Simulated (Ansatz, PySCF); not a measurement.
Gas-phase reaction R1 + R2 → P1, each structure at its B3LYP-D3(BJ)/def2-TZVP stationary point, reached from a drawn start (curvature not checked).
R1, OSi (SMILES [O+]#[Si-]) (charge 0, multiplicity 1):
```xyz
2

Si     0.00000     0.00000    -0.75657
O      0.00000     0.00000     0.75657
```
P1, Cl2OSi (SMILES O=[Si](Cl)Cl) (charge 0, multiplicity 1, Z-matrix in Å and degrees):
```
Si
O 1 1.5099
Cl 1 2.0170 2 125.68
Cl 1 2.0170 2 125.68 3 180.00
```
R2, Cl2 (SMILES ClCl) (charge 0, multiplicity 1, Z-matrix in Å and degrees):
```
Cl
Cl 1 2.0135
```

P less R. No zero-point or thermal terms.

Correlated levels freeze the cores. CBS(a, b) extrapolates the correlation energy as X⁻³ and adds the Hartree–Fock energy of set b.

Programs: Ansatz (Gaussian basis) for Hartree–Fock, density functionals and correlated methods; PySCF for the D3/D4 terms. Each number belongs to the level named beside it.

| level | reaction energy (kcal/mol) |
|---|---|
| PBE-D4/def2-TZVPP | -87.80 |
| r2SCAN-D3(BJ)/def2-TZVPP | -95.96 |
| B97M-V/def2-TZVPP | -94.22 |
| B3LYP-D3(BJ)/def2-TZVPP | -86.76 |
| BHLYP-D3(BJ)/def2-TZVPP | -92.29 |
| wB97M-V/def2-TZVPP | -87.12 |
| SCS-MP2/cc-pV(T+d)Z | … |
| CCSD/cc-pV(Q+d)Z | … |
| CCSD(T)/CBS(cc-pV(T+d)Z, cc-pV(Q+d)Z) | … |

Question: Complete the blanks.

Answer: 
- SCS-MP2/cc-pV(T+d)Z, reaction energy (kcal/mol): -87.86
- CCSD/cc-pV(Q+d)Z, reaction energy (kcal/mol): -88.79
- CCSD(T)/CBS(cc-pV(T+d)Z, cc-pV(Q+d)Z), reaction energy (kcal/mol): -90.22

Ansatz is an electronic-structure program.
